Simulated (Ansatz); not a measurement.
Energy needed to pull apart C$_{2}$H$_{3}$FSi (SMILES C#C[SiH2]F), singlet, into free ground-state atoms, from the structure below (displaced at random from its PBE0-D4/def2-TZVP minimum); no zero-point or spin–orbit terms; open-shell atoms are treated unrestricted, in their ground-state multiplicity.

C1  (-0.285, -1.830, -0.649)
C2  (-0.166, -0.761, -0.383)
Si3  (0.162, 0.862, 0.444)
F4  (-0.354, 2.080, -0.745)
H5  (-0.630, -2.774, -0.961)
H6  (-0.377, 1.158, 1.706)
H7  (1.619, 1.129, 0.355)
(Å)

Program: Ansatz 0.2.0. Basis: def2-TZVPP. Cores are frozen in the correlated methods.

```
   method  atomization energy (kJ/mol)
   PBE-D4                            ?
r2SCAN-D4                         2718
  PBE0-D4                         2705
  wB97M-V                         2729
       HF                            ?
      MP2                         2716
     CCSD                         2593
  CCSD(T)                         2637
```

Q: What does PBE-D4 give? (Judge from chemistry; the value comes from the calculation.)

A: By the calculation: 2766 kJ/mol, which is about 129 kJ/mol more than CCSD(T)/def2-TZVPP.

Q: What does HF give? (Judge from chemistry; the value comes from the calculation.)

A: Computed: 1993 kJ/mol, which is about 644 kJ/mol less than CCSD(T)/def2-TZVPP.

In triple zeta the MP2 and coupled-cluster atomization energies are still short of their basis limit by a few kcal/mol a bond, whereas those of the functionals are nearly converged, so these differences are not deviations from converged CCSD(T).

No T1 diagnostic of these runs exceeds 0.013.

For scale, one of the runs: CCSD(T)/def2-TZVPP forces, 177 basis functions (an equivalent command: `ansatz run in.yaml --threads 2`). The run took 4.5 min on 2 CPU threads (shared host), with 3 GiB of host memory at its peak.
